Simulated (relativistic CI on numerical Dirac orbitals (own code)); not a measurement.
## Slater and spin-orbit integrals, Nb¹³⁺

Calculated at this level of theory: Dirac-Coulomb-Breit CI, orbitals from a KLI potential per configuration, model QED (radiative potential, 1s self-energy scaled to tabulated hydrogen-like ionisation energies), unscaled Slater integrals (own radial code, finite nucleus).

Slater integrals F^k, G^k are unscaled and averaged over j, outside the closed core [Ne] 3s2; ζ comes from projecting the Hamiltonian with its Breit term on Σ l·s of the shell.

- 3p⁶3d⁹4s: ζ(3d) = 9219.8, G^2(3d,4s) = 23571 cm⁻¹; <r>(3d) = 0.4142, <r^2>(3d) = 0.2041, <r>(4s) = 0.9792, <r^2>(4s) = 1.075 (bohr units).
- 3p⁶3d⁹4p: ζ(3d) = 9230.7, F^2(3d,4p) = 65761, G^1(3d,4p) = 21945, G^3(3d,4p) = 21631, ζ(4p) = 19201 cm⁻¹; <r>(3d) = 0.4141, <r^2>(3d) = 0.204, <r>(4p) = 1.026, <r^2>(4p) = 1.187 (bohr units).
- 3p⁶3d⁹4d: ζ(3d) = 9227.4, F^2(3d,4d) = 59912, F^4(3d,4d) = 28981, G^0(3d,4d) = 20702, G^2(3d,4d) = 24557, G^4(3d,4d) = 18857, ζ(4d) = 1905.8 cm⁻¹; <r>(3d) = 0.4141, <r^2>(3d) = 0.204, <r>(4d) = 1.107, <r^2>(4d) = 1.395 (bohr units).

Averages of the first 10 configurations, taken without configuration mixing, which lowers the lowest level and can move excited configurations by several eV; other configurations of the list can lie among them:

| Configuration | Parity | States | Average energy above the lowest level (eV) |
| --- | --- | --- | --- |
| 3p⁶3d¹⁰ | even | 1 | 0.1 |
| 3p⁶3d⁹4s | even | 20 | 187.2 |
| 3p⁶3d⁹4p | odd | 60 | 217.7 |
| 3p⁶3d⁹4d | even | 100 | 264.7 |
| 3p⁶3d⁸4s² | even | 45 | 390.0 |
| 3p⁶3d⁸4s4p | odd | 540 | 418.2 |
| 3p⁶3d⁹4f | odd | 140 | 309.7 |
| 3p⁶3d⁹5s | even | 20 | 318.5 |
| 3p⁶3d⁸4p² | even | 675 | 451.0 |
| 3p⁶3d⁹5p | odd | 60 | 331.8 |
